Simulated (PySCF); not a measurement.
Computed shifts of a molecule CH6GeO3, B3LYP/pcSseg-1 (PySCF), GIAO, gas phase, atoms alike by connectivity averaged where their shifts nearly agree, in ppm (number of nuclei): ¹³C: 56.9 (1). ¹H: 5.72 (1), 4.07 (3), 1.64 (1), 1.43 (1). References: ⁷³Ge against GeH4 (σ = 1631.8 ppm); ¹⁷O against H2O (σ = 333.8 ppm); ¹³C against TMS (σ = 181.3 ppm); ¹H against TMS (σ = 31.68 ppm), references at their B3LYP-D3(BJ)/def2-TZVP geometries, non-relativistic. Geometry optimised at B3LYP-D3(BJ)/def2-SVP. The values are those of a single conformer.

Which molecule gave these data?
A. [CH3][Ge]([OH])([OH])[OH]
B. O[CH2][GeH]([OH])[OH]
C. C[O][GeH]([OH])[OH]

C, C[O][GeH]([OH])[OH]
